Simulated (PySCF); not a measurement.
From computed data to an observable: chemical shift, span and skew from a shielding tensor

tetrasilane (H10Si4), SMILES [SiH3][SiH2][SiH2][SiH3]. Atoms are numbered in the order given.

```xyz
14

Si     2.0481     0.2087     0.9851
Si     1.0926    -0.4082    -1.0545
Si    -1.0926     0.4082    -1.0545
Si    -2.0481    -0.2087     0.9851
H      3.5088    -0.0927     1.0302
H      1.3649    -0.5379     2.0829
H      1.8449     1.6712     1.2088
H      1.8858     0.1346    -2.1980
H      1.0625    -1.8993    -1.1527
H     -1.0625     1.8993    -1.1527
H     -1.8858    -0.1346    -2.1980
H     -1.8449    -1.6712     1.2088
H     -3.5088     0.0927     1.0302
H     -1.3649     0.5379     2.0829
```
Charge 0, spin multiplicity 1.

The structure is a stationary point at ωB97X-D3(BJ)/def2-SVP. Other conformers were not sampled.

GIAO shieldings from PBE0/pcSseg-1 (PySCF), non-relativistic, no solvent. The symmetric part of the tensor of Si1 has the principal values 453.6, 461.5, 462.4 ppm. The same nucleus in TMS has σ = 352.7 ppm at this level (PySCF, at its B3LYP-D3(BJ)/def2-TZVP geometry).

Work out the isotropic shielding, the ²⁹Si shift against TMS, the span and the skew.


σ(iso) = (σ11 + σ22 + σ33)/3 = 459.2 ppm. δ = σ(ref) − σ(iso) = 352.7 − (459.2) = -106.5 ppm.
Span Ω = σ33 − σ11 = 8.8 ppm. Skew κ = 3(σ(iso) − σ22)/Ω = -0.80. Tumbling in solution averages the tensor to δ; in a static solid the shielding alone would spread this spin-1/2 line over Ω.
